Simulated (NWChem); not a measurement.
Molecule: C2H6FNSi; SMILES FC/N=C\[SiH3]

```xyz
11

F      1.2207     0.9555     0.0000
C      0.0604     1.7133     0.0000
N     -1.1350     0.9751     0.0000
C     -1.1608    -0.2958     0.0000
Si     0.2693    -1.5746     0.0000
H      0.0801     2.3565    -0.8970
H      0.0801     2.3565     0.8970
H     -2.1760    -0.7324     0.0000
H      1.1073    -1.4787     1.2291
H     -0.4076    -2.9094     0.0000
H      1.1073    -1.4787    -1.2291
```
Atoms are numbered in this order, from 1.

All runs: NWChem. Pople sets run with spherical d functions. All runs use the structure optimised with PBE0/def2-SVP.

Q: Estimate the computed values for PBE/6-31G*. Quantities: highest occupied level (eV); orbital gap (eV); dipole (D).

A: 
```json
{
  "highest occupied level (eV)": "-5.80",
  "orbital gap (eV)": "3.88",
  "dipole (D)": "0.75"
}
```
